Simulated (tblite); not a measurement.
Species: C₇H₄ClO₂ (charge -1).
Bonds: O1–C2 (double), C2–O3, C2–C4, C4–C5 (aromatic), C5–C6 (aromatic), C6–C7 (aromatic), C7–C8 (aromatic), C8–C9 (aromatic), C9–Cl10, C4–C9 (aromatic). Hydrogens: H11 on C5; H12 on C6; H13 on C7; H14 on C8.
Bond orders are those of one Lewis drawing.

Computed with GFN2-xTB (tblite), gas phase: Langevin dynamics at 600 K from the optimised GFN2-xTB geometry, time step 0.5 fs, friction 0.01 fs⁻¹, 2000 steps. The instantaneous temperature is 2·E(kin)/(3Nk) with all 3N coordinates.

| t (fs) | T (K) | E(pot) above start (eV) | O1=C2 (Å) | C2–O3 (Å) | C2–C4 (Å) | C4–C5 (Å) | C5–C6 (Å) | C5–H11 (Å) | O1–C2–C4–C5 (°) |
| --- | --- | --- | --- | --- | --- | --- | --- | --- | --- |
| 0 | 465 | 0.000 | 1.232 | 1.236 | 1.587 | 1.391 | 1.381 | 1.082 | 180 |
| 25 | 422 | 0.432 | 1.270 | 1.221 | 1.609 | 1.398 | 1.362 | 1.072 | -178 |
| 50 | 609 | 0.536 | 1.225 | 1.309 | 1.534 | 1.394 | 1.374 | 1.089 | -175 |
| 75 | 513 | 0.543 | 1.232 | 1.247 | 1.677 | 1.444 | 1.400 | 1.082 | 178 |
| 100 | 468 | 0.514 | 1.278 | 1.227 | 1.570 | 1.413 | 1.381 | 1.074 | 176 |
| 125 | 395 | 0.719 | 1.227 | 1.292 | 1.521 | 1.381 | 1.349 | 1.054 | 155 |
| 150 | 438 | 0.637 | 1.229 | 1.262 | 1.624 | 1.379 | 1.376 | 1.119 | 161 |
| 175 | 427 | 0.641 | 1.251 | 1.196 | 1.720 | 1.375 | 1.379 | 1.130 | 161 |
| 200 | 428 | 0.897 | 1.222 | 1.264 | 1.607 | 1.416 | 1.356 | 1.026 | 149 |
| 225 | 572 | 0.631 | 1.209 | 1.239 | 1.549 | 1.397 | 1.340 | 1.095 | 144 |
| 250 | 484 | 1.021 | 1.271 | 1.189 | 1.677 | 1.384 | 1.382 | 1.136 | 126 |
| 275 | 645 | 0.781 | 1.232 | 1.232 | 1.568 | 1.311 | 1.373 | 1.078 | 126 |
| 300 | 355 | 1.033 | 1.212 | 1.230 | 1.715 | 1.339 | 1.411 | 1.058 | 108 |
| 325 | 455 | 1.139 | 1.275 | 1.233 | 1.552 | 1.329 | 1.428 | 1.119 | 107 |
| 350 | 763 | 1.049 | 1.221 | 1.264 | 1.629 | 1.373 | 1.401 | 1.130 | 111 |
| 375 | 1133 | 0.980 | 1.213 | 1.227 | 1.538 | 1.380 | 1.368 | 1.063 | 120 |
| 400 | 986 | 0.905 | 1.263 | 1.165 | 1.604 | 1.362 | 1.416 | 1.052 | 129 |
| 425 | 908 | 1.329 | 1.174 | 1.211 | 1.692 | 1.331 | 1.479 | 1.126 | 124 |
| 450 | 696 | 1.511 | 1.148 | 1.223 | 1.672 | 1.357 | 1.452 | 1.108 | 116 |
| 475 | 774 | 1.435 | 1.210 | 1.159 | 1.636 | 1.374 | 1.396 | 1.080 | 125 |
| 500 | 828 | 1.266 | 1.194 | 1.205 | 1.512 | 1.371 | 1.384 | 1.063 | 112 |
| 525 | 967 | 0.864 | 1.202 | 1.229 | 1.736 | 1.429 | 1.400 | 1.079 | 102 |
| 550 | 622 | 1.012 | 1.237 | 1.207 | 1.677 | 1.420 | 1.428 | 1.107 | 80 |
| 575 | 594 | 0.889 | 1.226 | 1.244 | 1.584 | 1.394 | 1.444 | 1.071 | 74 |
| 600 | 541 | 1.092 | 1.267 | 1.221 | 1.494 | 1.376 | 1.415 | 1.057 | 92 |
| 625 | 683 | 0.949 | 1.246 | 1.224 | 1.668 | 1.454 | 1.377 | 1.065 | 76 |
| 650 | 740 | 0.801 | 1.218 | 1.243 | 1.572 | 1.417 | 1.336 | 1.079 | 100 |
| 675 | 498 | 1.156 | 1.249 | 1.227 | 1.706 | 1.448 | 1.353 | 1.084 | 67 |
| 700 | 676 | 0.814 | 1.226 | 1.272 | 1.576 | 1.404 | 1.421 | 1.087 | 81 |
| 725 | 484 | 1.331 | 1.252 | 1.216 | 1.468 | 1.400 | 1.404 | 1.082 | 49 |
| 750 | 854 | 1.188 | 1.236 | 1.231 | 1.601 | 1.448 | 1.398 | 1.100 | 58 |
| 775 | 562 | 1.240 | 1.214 | 1.259 | 1.641 | 1.429 | 1.381 | 1.080 | 32 |
| 800 | 493 | 1.664 | 1.259 | 1.196 | 1.657 | 1.360 | 1.351 | 1.082 | 56 |
| 825 | 922 | 0.812 | 1.198 | 1.240 | 1.638 | 1.382 | 1.432 | 1.060 | 59 |
| 850 | 804 | 1.000 | 1.244 | 1.220 | 1.502 | 1.406 | 1.482 | 1.086 | 78 |
| 875 | 576 | 1.403 | 1.217 | 1.228 | 1.515 | 1.406 | 1.458 | 1.097 | 79 |
| 900 | 706 | 1.075 | 1.207 | 1.223 | 1.569 | 1.367 | 1.428 | 1.078 | 81 |
| 925 | 669 | 0.897 | 1.210 | 1.204 | 1.703 | 1.351 | 1.367 | 1.071 | 93 |
| 950 | 647 | 1.262 | 1.208 | 1.214 | 1.754 | 1.382 | 1.332 | 1.093 | 61 |
| 975 | 613 | 0.591 | 1.218 | 1.210 | 1.558 | 1.371 | 1.391 | 1.106 | 88 |
| 1000 | 413 | 0.927 | 1.235 | 1.244 | 1.561 | 1.411 | 1.398 | 1.055 | 78 |

Question: From 500 fs on, how do temperature and potential energy compare with equipartition?

Answer: The mean temperature of these 21 frames is 662 K against the target 600 K, and the mean potential energy 1.06 eV against 36 × kT/2 = 0.93 eV for 36 classical harmonic modes. For 14 atoms in a canonical ensemble the temperature itself scatters by T·√(2/(3N)) = 131 K; here its standard deviation is 145 K. The whole run lasts only 10 friction times of 100 fs, so these averages carry a wide statistical error.

Question: What are the kinetic and total energies of the listed frame with the highest potential energy?

Answer: The one at 800 fs, 1.664 eV above the start. Its kinetic energy is 3NkT/2 = 0.892 eV at 493 K, so the sum is 2.56 eV; over the listed frames the sum runs from 0.84 to 3.03 eV, since the thermostat adds and removes energy.

Question: How much do the listed bonds fluctuate from 500 fs on?

Answer: 
```
  bond  at the start (Å)  mean (Å)  standard deviation (Å)
 O1=C2             1.232     1.227                   0.020
 C2–O3             1.236     1.227                   0.018
 C2–C4             1.587     1.604                   0.082
 C4–C5             1.391     1.401                   0.029
 C5–C6             1.381     1.399                   0.038
C5–H11             1.082     1.080                   0.015
```

The motion is classical and holds no zero-point motion.

The cost below is that of the whole dynamics run. Hardware: an Arm Neoverse V1 with one thread, no GPU, shared host. Cost: 16 s of wall time, 0.18 GiB resident at most.
